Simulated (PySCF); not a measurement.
C4H7GeN.
InChI=1S/C4H7GeN/c6-4-1-2-5-3-4/h1-3H,5-6H2

Computed with LC-wPBE/def2-SV(P) geometry optimisation, gas phase in PySCF 2.14.0.

Take the most abundant isotopes and a rigid rotor. 

Give the principal moments of inertia and the rotational constants in MHz.

Ia = 87.53, Ib = 296.29, Ic = 377.42 u·Å²; 505379 MHz·u·Å²/I gives A = 5774, B = 1706, C = 1339 MHz.

Classify the top.

An asymmetric top: κ = (2 × 1706 − 5774 − 1339)/(5774 − 1339) = -0.83.

What does the inertial defect say?

Not planar: Δ = Ic − Ia − Ib = -6.40 u·Å². For a rigid frame Δ = −2 Σ m c², so Σ m c² = 3.20 u·Å² lies off the ab plane: 3.19 from hydrogen and 0.01 from heavier atoms. The atom farthest from that plane is 1.25 Å away.

Give the other two planar moments, Paa and Pbb, and the rms extents of the mass along the axes.

Paa = Σ m a² = (Ib + Ic − Ia)/2 = 293.09 and Pbb = Σ m b² = (Ia + Ic − Ib)/2 = 84.33 u·Å². With the mass M = 142.98 u, the rms extents √(P/M) along a, b and c are 1.43, 0.77, 0.15 Å.

Where do the levels up to J = 2 lie, in cm⁻¹?

Above 0(0,0):
J = 1: 1(0,1) 0.1016, 1(1,1) 0.2373, 1(1,0) 0.2495
J = 2: 2(0,2) 0.3039, 2(1,2) 0.4281, 2(1,1) 0.4648, 2(2,1) 0.8719, 2(2,0) 0.8727

Predict some low-J microwave lines.

The dipole components are |μa| = 2.28 D, |μb| = 0.34 D, |μc| = 0.64 D. Intensities carry the squares of the components, which stand as 1.00 : 0.02 : 0.08 (a : b : c). Some lines, for components of 0.1 D or more:

```
type  branch         J(Ka,Kc)    MHz  lower level (cm⁻¹)
   a       Q  1(1,0) ← 1(1,1)    367               0.237
   a       Q  2(1,1) ← 2(1,2)   1100               0.428
   b       R  2(0,2) ← 1(1,1)   1998               0.237
   a       R  1(0,1) ← 0(0,0)   3045               0.000
   c       Q  2(1,2) ← 2(0,2)   3725               0.304
   c       Q  1(1,1) ← 1(0,1)   4068               0.102
   b       Q  1(1,0) ← 1(0,1)   4435               0.102
   b       Q  2(1,1) ← 2(0,2)   4825               0.304
   a       R  2(1,2) ← 1(1,1)   5723               0.237
   a       R  2(1,1) ← 1(1,0)   6456               0.249
   b       R  1(1,1) ← 0(0,0)   7113               0.000
   b       R  2(1,2) ← 1(0,1)   9791               0.102
   c       R  2(1,1) ← 1(0,1)  10891               0.102
   c       Q  2(2,1) ← 2(1,1)  12204               0.465
   b       Q  2(2,0) ← 2(1,1)  12228               0.465
   b       Q  2(2,1) ← 2(1,2)  13304               0.428
   b       R  2(2,1) ← 1(1,0)  18660               0.249
   c       R  2(2,0) ← 1(1,0)  18684               0.249
   c       R  2(2,1) ← 1(1,1)  19027               0.237
   b       R  2(2,0) ← 1(1,1)  19050               0.237
```

Stationary, but not proved a minimum. No vibrational averaging or centrifugal distortion is included, and the geometry carries the error of its method. A rigid rotor knows nothing of inversion at nitrogen, which can split or shift real lines. Quadrupole hyperfine structure (14N) is left out.

Conformer computed: `[NH2:1][C:2]1=[CH:3][GeH2:4][CH:5]=[CH:6]1`: H–N1–C2–C3 -163°, H–N1–C2–C3 -11°.
